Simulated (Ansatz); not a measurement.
A series at Si: from `N[Si](N)(N)N`, ligands are replaced one by one, each step taking up H–F and setting free NH₃; n counts the steps. Ansatz, PBE0-D4/def2-TZVP geometries. Each molecule was computed in one conformer, which needn't be the lowest.

```tsv
n	molecule	HOMO energy, ωB97M-V/def2-TZVPP (eV)
0	`N[Si](N)(N)N`	-9.11
1	`N[Si](N)(N)F`	-9.92
2	`N[Si](N)(F)F`	-10.55
3	`N[Si](F)(F)F`	?
4	`F[Si](F)(F)F`	-15.29
```

Problem. By hand: fit a straight line y = ȳ + b (n − n̄) to the 4 given rows and predict n = 3.

Solution. n̄ = 1.750, ȳ = -11.217; Σ(n − n̄)(y − ȳ) = -13.657, Σ(n − n̄)² = 8.750, so b = -1.561 eV a step. Prediction: -11.217 + (-1.561) × (1.250) = -13.17 eV.

Problem. By hand: compare with the computed value, -11.08 eV, and give the steps along the whole series.

Solution. The line misses by 2.09 eV (computed minus predicted). Steps: -0.81, -0.63, -0.53, -4.21 eV.

One step carries most of the change, so a line is a poor guide. The highest orbital can change its character along such a series. The miss is 33.8 % of the series' range.
